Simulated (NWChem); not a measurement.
Species: CH₄O₂Sn, singlet; SMILES C[O][Sn][OH]

All runs: NWChem. Low-valent species are run as closed-shell singlets; no triplet was tried in these runs. Geometry: optimised at PBE0/def2-SVP. Not confirmed as a minimum by frequencies. def2 effective core potentials on Sn; no spin-orbit coupling. Gas phase, vertical. One conformer.

PBE/def2-SVPD, TDA puts singlet state 2 at 4.32 eV with oscillator strength 0.058.

### Question
Give the wavelength, the transition dipole and the radiative lifetime of that state in vacuum.

### Answer

1. λ = 1239.84/4.32 = 287 nm, or 34840 cm⁻¹.
2. f = (2/3) ΔE μ² in atomic units, so μ = √(1.5 f/ΔE) = 0.74 a.u. = 1.88 D.
3. τ = 1.499 s cm⁻² / (f ν²) = 21 ns, for a non-degenerate state that emits at the vertical energy; a higher state like this one mostly decays faster by other paths.
